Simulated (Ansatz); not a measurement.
Input for Ansatz (an electronic-structure program): R-wB97M-V/def2-TZVPP on H2SSe2 (SMILES S[Se][SeH]), a point of a torsion scan.

Ansatz 0.2 input:
```yaml
crystal:
  periodic: [false, false, false]
  atoms:
    - {symbol: S, position_ang: [1.70591979, 0.02250390, 0.11074064]}
    - {symbol: Se, position_ang: [0.09964097, -1.29563995, -0.49056808]}
    - {symbol: Se, position_ang: [-1.73940347, -0.50038939, 0.76627601]}
    - {symbol: H, position_ang: [1.51557313, 0.97476399, -0.81060482]}
    - {symbol: H, position_ang: [-2.34620094, -1.81128574, 0.83319646]}
basis:
  gaussian:
    orbitals: def2-TZVPP
hamiltonian:
  xc: {name: wB97M-V}
scf: {lower_state_search: off}
```

Problem. Give the final energy of this run.

Solution. -5202.2356 hartree.

Problem. How many basis functions does it have, and what does it roughly cost on one machine?

Solution. 166 functions; very roughly 8 core-seconds.
